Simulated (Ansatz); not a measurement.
What SiPH5SeO (SMILES OP[SiH2][SeH]) costs in Ansatz

SiPH5SeO has 9 atoms, charge 0, and is taken as a singlet. SMILES: `OP[SiH2][SeH]`. Geometry: relaxed at PBE0-D4/def2-TZVP. This is one conformer, not always the lowest.

| atom | x (Å) | y (Å) | z (Å) |
| --- | --- | --- | --- |
| O | -1.0927 | -1.1063 | 1.3910 |
| P | -1.0879 | -0.8412 | -0.2492 |
| Si | 0.3210 | 0.9236 | -0.3318 |
| Se | 2.4619 | 0.2238 | 0.0226 |
| H | -0.9506 | -2.0403 | 1.5620 |
| H | -2.2482 | -0.0166 | -0.3394 |
| H | 0.1602 | 1.5576 | -1.6691 |
| H | 0.0818 | 1.9212 | 0.7420 |
| H | 2.4431 | -0.6683 | -1.1450 |

Program: Ansatz 0.2.0. Hardware: 1 thread of Intel Xeon Platinum 8488C (Sapphire Rapids), shared host, so times are rough. Ansatz fits the integrals of SCF and DFT runs by default. Its times include its search for lower SCF states.

**Question.** Estimate their order by wall time, quickest first.
A. gradient at HF/STO-3G
B. gradient at r2SCAN/6-31G** (spherical functions)
C. gradient at CCSD(T)/cc-pVDZ, 20 core orbitals frozen
D. gradient at B2PLYP/6-311G**, 20 core orbitals frozen
E. gradient at HF/def2-SVP

**Answer.** A (1.8 s), E (6 s), B (19 s), D (47 s), C (2.4 min).
